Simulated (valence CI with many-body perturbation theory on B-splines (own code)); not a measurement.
Values are calculated unless marked as measured or tabulated.
# Ladder of approximations for Pm XLVI

Method: relativistic CI+MBPT: six valence electrons over a frozen Dirac-Fock core [Ne], radial functions for each j: 9 s, 9 p, 8 d, 6 f, 3 g, 1 h, with the one-electron correlation potential Σ1 (screened to all orders), the two-electron term Σ2, the three-electron term Σ3, Breit, model QED; selected single and double excitations, second order for the rest, scaled by the run's own slope (own B-spline code, finite nucleus).

No measured spectrum was set against this ion. As an estimate, large intervals hold to a few tenths of a per cent, small ones and those within an open d or f shell to about a per cent. Among the levels kept, up to 1100 cm⁻¹ of a level comes from second order outside the variational space, and about a tenth of that is noise between levels of different J, which matters for small intervals.

Each rung adds one term. CI alone is the Dirac-Coulomb CI over the frozen core; QED comes last and gives the full result, which names the levels. Energies are above (3s^2 3p1/2^2 3p3/2^2) J=2 on the same rung, in cm⁻¹.

Levels are named by their leading jj configuration (3d3/2^4 stands for four electrons in 3d with j = 3/2), which in mixed levels can hold well under half, so a name can repeat and another be missing. Letters in brackets count levels of one name in rising energy.

```
                             Level  CI alone     + Σ1     + Σ2     + Σ3  + Breit     Full
        (3s^2 3p1/2^2 3p3/2^2) J=0    121169   121180   120899   120497   122352   122317
          (3s^2 3p1/2 3p3/2^3) J=1   1111290  1112170  1113260  1113300  1099720  1101430
          (3s^2 3p1/2 3p3/2^3) J=2   1177180  1178070  1178860  1178680  1163170  1164880
    (3s^2 3p1/2^2 3p3/2 3d3/2) J=2   1483570  1481880  1479090  1477810  1473560  1470940
    (3s^2 3p1/2^2 3p3/2 3d3/2) J=1   1527730  1526070  1523310  1521970  1518110  1515320
    (3s^2 3p1/2^2 3p3/2 3d3/2) J=0   1532530  1530860  1528470  1527090  1525250  1522520
    (3s^2 3p1/2^2 3p3/2 3d3/2) J=3   1539030  1537390  1534680  1533110  1526440  1523900
    (3s^2 3p1/2^2 3p3/2 3d5/2) J=4   1779600  1778720  1776170  1774620  1759700  1757860
    (3s^2 3p1/2^2 3p3/2 3d5/2) J=2   1789760  1788870  1786110  1784970  1772660  1769840
    (3s^2 3p1/2^2 3p3/2 3d5/2) J=3   1938230  1937290  1932560  1929970  1916350  1914470
    (3s^2 3p1/2^2 3p3/2 3d5/2) J=1   1996260  1995380  1991520  1988760  1977740  1975600
          (3s 3p1/2^2 3p3/2^3) J=2   2238860  2237960  2236190  2236870  2232780  2220300
                (3s^2 3p3/2^4) J=0   2334610  2336370  2338190  2337870  2310110  2313350
          (3s 3p1/2^2 3p3/2^3) J=1   2368220  2367340  2365120  2365600  2360010  2349550
(3s^2 3p1/2 3p3/2^2 3d3/2) J=2 [a]   2541040  2540240  2538530  2537640  2517960  2517110
    (3s^2 3p1/2 3p3/2^2 3d3/2) J=0   2545020  2544230  2542920  2542050  2523340  2522170
(3s^2 3p1/2 3p3/2^2 3d3/2) J=1 [a]   2550500  2549700  2547730  2546830  2529340  2527420
(3s^2 3p1/2 3p3/2^2 3d3/2) J=3 [a]   2593260  2592490  2590780  2589610  2566980  2566150
    (3s^2 3p1/2 3p3/2^2 3d3/2) J=4   2656230  2655440  2653790  2652220  2627350  2626510
(3s^2 3p1/2 3p3/2^2 3d3/2) J=2 [b]   2727970  2727210  2724760  2723050  2703130  2702110
(3s^2 3p1/2 3p3/2^2 3d5/2) J=3 [a]   2797910  2797790  2795540  2794330  2767500  2767250
(3s^2 3p1/2 3p3/2^2 3d5/2) J=4 [a]   2814640  2814620  2813230  2812010  2783660  2783520
(3s^2 3p1/2 3p3/2^2 3d3/2) J=3 [b]   2842950  2842280  2837560  2834850  2812640  2811840
(3s^2 3p1/2 3p3/2^2 3d3/2) J=2 [c]   2863230  2862440  2856160  2853460  2835250  2832940
(3s^2 3p1/2 3p3/2^2 3d5/2) J=1 [a]   2869420  2869050  2864880  2862940  2840800  2839270
(3s^2 3p1/2 3p3/2^2 3d5/2) J=4 [b]   2895000  2895000  2893350  2891900  2860390  2860250
    (3s^2 3p1/2 3p3/2^2 3d5/2) J=0   2895280  2895250  2894040  2893100  2867240  2865730
(3s^2 3p1/2 3p3/2^2 3d3/2) J=1 [b]   2900180  2899760  2895920  2894220  2872260  2870260
    (3s^2 3p1/2 3p3/2^2 3d5/2) J=5   2919690  2919690  2918430  2916720  2883260  2883010
(3s^2 3p1/2 3p3/2^2 3d3/2) J=1 [c]   2976900  2976130  2969170  2966040  2949350  2946690
(3s^2 3p1/2 3p3/2^2 3d5/2) J=2 [a]   3024160  3024170  3022170  3019950  2994920  2994740
```

Question: How does the ionisation energy move along the ladder, and which term matters most?

Answer: CI alone 3722.8, + Σ1 3723.7, + Σ2 3723.8, + Σ3 3723.2, + Breit 3720.5, + QED 3720.3 eV. The largest step is Breit, -2.7 eV. NIST lists 3718 ± 4 eV (theoretical).
